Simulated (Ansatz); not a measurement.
Reaction (ligand exchange at the Sb–C bond): `C[CH](S)[SbH2]` + H₂S → `[SH][SbH2]` + `CCS`

Isolated molecules relaxed with PBE0-D4/def2-TZVP in Ansatz; ΔE leaves out vibrations. CCSD(T)/CBS adds triple-zeta CCSD(T) − MP2 to the extrapolated MP2 energy (def2 sets, frozen cores). This one scheme is used for every species. Functionals use def2-TZVPP. B3LYP here is the variant with VWN-RPA as its local correlation; programs differ in this. Elements past krypton have def2 core potentials. For Sb outer-core shells are correlated without core-valence functions, which leaves a few kJ/mol of doubt a bond. One conformer a species, not always the lowest.

Question: Is it downhill or uphill in electronic energy at CCSD(T)/CBS, and by how much? (Best estimate.)

Answer: The calculation gave: Downhill: ΔE = -16.4 kcal/mol.

Question: What do these levels give: r2SCAN-D4, B3LYP-D4, ωB97X-V, ωB97M-V, B2PLYP, HF/def2-TZVPP, MP2/def2-TZVPP, CCSD(T)/def2-TZVPP, MP2/def2-QZVPP, SCS-MP2/def2-QZVPP, MP2/CBS(def2), CCSD/CBS(def2)? (Estimate.)

Answer: Ansatz gave: r2SCAN-D4 -18.8, B3LYP-D4 -18.5, ωB97X-V -18.1, ωB97M-V -17.8, B2PLYP -18.7, HF/def2-TZVPP -22.5, MP2/def2-TZVPP -14.6, CCSD(T)/def2-TZVPP -15.5, MP2/def2-QZVPP -15.2, SCS-MP2/def2-QZVPP -16.4, MP2/CBS(def2) -15.6, CCSD/CBS(def2) -17.3 kcal/mol.

Largest T1 diagnostic among the species: 0.013.

In def2-TZVPP, CCSD(T) changes the Hartree–Fock value by +7.0 kcal/mol (the triples alone add +0.8 kcal/mol) and MP2 by +7.8 kcal/mol. The D4 term adds +2.6 kcal/mol with B3LYP and +1.4 kcal/mol with PBE0; it sums over pairs of atoms, weighted by their polarisabilities, and B3LYP, whose exchange is more repulsive, gets the larger term.
